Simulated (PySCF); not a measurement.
PySCF 2.14 output of an unrestricted r2SCAN calculation on a single atom or ion in aug-cc-pwCVTZ-DK3, with the spin-free X2C one-electron Hamiltonian (Gaussian nucleus):

```
SCF conv_tol = 1e-09
number electrons alpha = 28  beta = 24
    J. W. Furness, A. D. Kaplan, J. Ning, J. P. Perdew, and J. Sun.,  J. Phys. Chem. Lett. 11, 8208-8215 (2020)
    J. W. Furness, A. D. Kaplan, J. Ning, J. P. Perdew, and J. Sun.,  J. Phys. Chem. Lett. 11, 9248-9248 (2020)
    J. W. Furness, A. D. Kaplan, J. Ning, J. P. Perdew, and J. Sun.,  J. Phys. Chem. Lett. 11, 8208-8215 (2020)
    J. W. Furness, A. D. Kaplan, J. Ning, J. P. Perdew, and J. Sun.,  J. Phys. Chem. Lett. 11, 9248-9248 (2020)
cycle= 1 E= -7444.04384137236  delta_E= -0.0129  |g|= 0.0466  |ddm|= 0.32
cycle= 2 E= -7444.04403492078  delta_E= -0.000194  |g|= 0.00886  |ddm|= 0.0482
cycle= 3 E= -7444.04404580563  delta_E= -1.09e-05  |g|= 0.00293  |ddm|= 0.0118
cycle= 4 E= -7444.04404690058  delta_E= -1.09e-06  |g|= 0.000762  |ddm|= 0.00277
cycle= 5 E= -7444.04404703248  delta_E= -1.32e-07  |g|= 2.85e-05  |ddm|= 0.00143
cycle= 6 E= -7444.04404703285  delta_E= -3.73e-10  |g|= 6.05e-06  |ddm|= 6.9e-05
converged SCF energy = -7444.04404703285  <S^2> = 6.0060769  2S+1 = 5.0024302
```

The run itself started from symmetry-adapted Hartree-Fock orbitals and held the occupation by maximum overlap, on a logarithmic radial grid, so the iterations belong to that start.

Problem. Which element, charge and spin multiplicity is this?

Solution. Xe²⁺ (xenon, charge +2), multiplicity 5; the state was [Kr] 4d10 5s1 5p4 5d1, one real determinant (an excited configuration).

⟨L²⟩ = 8.04 against 12 for a pure F term, so this real determinant mixes terms. The outer electron is Rydberg-like, and this basis confines it to a smaller radius and binds it less than a complete one would.
